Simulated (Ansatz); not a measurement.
C18H15BrTe⁻, that is triphenyltelluronium bromide with one electron more. Total charge -1; doublet. Geometry PBE-D4/def2-SVP; atoms count from 1.

```xyz
35

Br    1.187    3.800    1.575
C    -3.831   -2.275    0.060
C    -2.754   -2.077   -0.822
C    -1.820   -1.054   -0.598
C    -1.945   -0.191    0.521
Te   -0.583    1.438    1.063
C     0.087    1.602   -1.028
C    -0.875    1.744   -2.038
C    -0.470    1.951   -3.368
C     0.898    2.047   -3.678
C     1.855    1.929   -2.656
C     1.453    1.702   -1.329
C     1.316    0.092    1.450
C     1.240   -1.287    1.174
C     2.204   -2.167    1.696
C     3.245   -1.680    2.506
C     3.309   -0.304    2.793
C     2.346    0.579    2.275
C    -3.029   -0.406    1.406
C    -3.961   -1.426    1.182
H    -4.558   -3.083   -0.116
H    -2.636   -2.733   -1.701
H    -0.988   -0.916   -1.306
H    -1.947    1.688   -1.783
H    -1.227    2.041   -4.164
H     1.218    2.225   -4.718
H     2.927    2.019   -2.893
H     2.193    1.614   -0.519
H     0.425   -1.688    0.551
H     2.143   -3.244    1.463
H     4.000   -2.371    2.915
H     4.126    0.089    3.423
H     2.392    1.664    2.485
H    -3.142    0.244    2.293
H    -4.799   -1.566    1.885
```

In the def2 sets Te takes a core potential; there is no spin–orbit coupling. Single mean-field runs in def2-TZVP are fitted with def2-universal-jkfit.

(1) Estimate the Mulliken populations of the heavy atoms from the PBE0/def2-TZVP orbitals of Ansatz.

(2) Where does the spin sit?

(3) And the Mayer bond orders between bonded heavy atoms (over 0.3)?

Answers

(1) 
| atom | charge (e) | spin (α − β) |
| --- | --- | --- |
| Br1 | -0.69 | 0.00 |
| C2 | -0.14 | 0.10 |
| C3 | -0.13 | -0.04 |
| C4 | -0.22 | 0.09 |
| C5 | 0.02 | -0.02 |
| Te6 | 0.36 | 0.46 |
| C7 | 0.13 | 0.04 |
| C8 | -0.25 | 0.00 |
| C9 | -0.12 | 0.01 |
| C10 | -0.12 | 0.00 |
| C11 | -0.14 | 0.00 |
| C12 | -0.14 | 0.02 |
| C13 | -0.10 | 0.28 |
| C14 | -0.09 | 0.01 |
| C15 | -0.19 | 0.00 |
| C16 | -0.09 | 0.02 |
| C17 | -0.17 | 0.00 |
| C18 | -0.12 | 0.00 |
| C19 | -0.23 | 0.03 |
| C20 | -0.12 | -0.03 |
Mulliken values and Mayer orders depend strongly on the basis.

(2) Summed by element: Br 0.00, C 0.52, Te 0.46, H 0.02, of 1 unpaired in all. Largest on single atoms: Te6 0.46, C13 0.28, C2 0.10.

(3) Br1–Te6 0.40 (3.00 Å); C2–C3 1.41 (1.41 Å); C2–C20 1.37 (1.41 Å); C3–C4 1.42 (1.40 Å); C4–C5 1.29 (1.42 Å); C5–Te6 0.93 (2.19 Å); C5–C19 1.39 (1.42 Å); Te6–C7 0.80 (2.20 Å); Te6–C13 0.67 (2.36 Å); C7–C8 1.39 (1.40 Å); C7–C12 1.42 (1.40 Å); C8–C9 1.40 (1.41 Å); C9–C10 1.41 (1.41 Å); C10–C11 1.41 (1.40 Å); C11–C12 1.40 (1.41 Å); C13–C14 1.40 (1.41 Å); C13–C18 1.43 (1.41 Å); C14–C15 1.43 (1.41 Å); C15–C16 1.40 (1.41 Å); C16–C17 1.40 (1.41 Å); C17–C18 1.43 (1.41 Å); C19–C20 1.45 (1.40 Å).
